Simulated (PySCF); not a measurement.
Predicted microwave data (PBE0/pcSseg-1 in PySCF (dipole) on a GFN2-xTB geometry, gas phase) for one isomer of C6H13NOSi:

* Rotational constants: A = 1664, B = 866.6, C = 686.3 MHz
* Dipole components: |μa| = 2.55 D, |μb| = 1.41 D, |μc| = 0.09 D
* Inertial defect: -150.54 u·Å²
* κ: -0.63

Task: Which candidate fits, each taken in the one conformer that was computed?
A. `[CH3:1][C:2](=[O:3])[C@@H:4]1[CH2:5][C@@:6]1([SiH3:7])[CH2:8][NH2:9]` with C1–C2–C4–C5 -132°, C5–C6–C8–N9 36°, C6–C8–N9–H -71° and 171°
B. `[CH3:1][C:2](=[O:3])[C@H:4]1[CH2:5][CH2:6][N:7]([SiH3:8])[CH2:9]1` with C1–C2–C4–C5 166°, C2–C4–C5–C6 110°, C4–C5–C6–N7 30°, C5–C6–N7–Si8 160°, C6–N7–C9–C4 37°
C. `[H]/[N:9]=[CH:8]/[C:5]([SiH2:4][C:2]([CH3:1])=[O:3])([CH3:6])[CH3:7]` with C1–C2–Si4–C5 -141°, C2–Si4–C5–C6 -61°, Si4–C5–C8–N9 7°
D. `[CH2:1]=[CH:2]/[C:3]([CH3:4])=[N:5]\[C@H:6]([SiH3:7])[CH2:8][OH:9]` with C1–C2–C3–C4 -6°, C3–N5–C6–Si7 -87°, N5–C6–C8–O9 -64°, C6–C8–O9–H 54°
E. `[CH3:1][CH2:2][C:3]([C:4]#[N:5])([CH2:6][CH3:7])[O:8][SiH3:9]` with C1–C2–C3–C4 -62°, C2–C3–C6–C7 178°, C2–C3–O8–Si9 55°

Result: D. It is C=C/C(C)=N\[C@H]([SiH3])CO, an asymmetric top, point group C1. The candidates at the same level (rigid rotor, commonest isotopes):

```csv
SMILES,A (MHz),B (MHz),C (MHz),μa (D),μb (D),μc (D),Δ (u·Å²),point group,rotor
CC(=O)[C@@H]1C[C@@]1([SiH3])CN,1787,1150,815.1,1.59,3.25,0.27,-102.24,C1,asymmetric top
[H]/N=C/C(C)(C)[SiH2]C(C)=O,2197,980.6,947.0,1.71,2.20,0.28,-211.72,C1,near-prolate asymmetric top
CCC(C#N)(CC)O[SiH3],1469,1091,941.1,0.15,0.95,3.16,-270.51,C1,asymmetric top
CC(=O)[C@H]1CCN([SiH3])C1,3000,750.2,661.6,0.25,1.52,1.68,-78.22,C1,near-prolate asymmetric top
C=C/C(C)=N\[C@H]([SiH3])CO,1664,866.6,686.3,2.55,1.41,0.09,-150.54,C1,asymmetric top
```

`CCC(C#N)(CC)O[SiH3]` has C 37 % too high; `CC(=O)[C@H]1CCN([SiH3])C1` has A 80 % too high; `[H]/N=C/C(C)(C)[SiH2]C(C)=O` has C 38 % too high; `CC(=O)[C@@H]1C[C@@]1([SiH3])CN` has B 33 % too high. No structure here is proved a minimum.
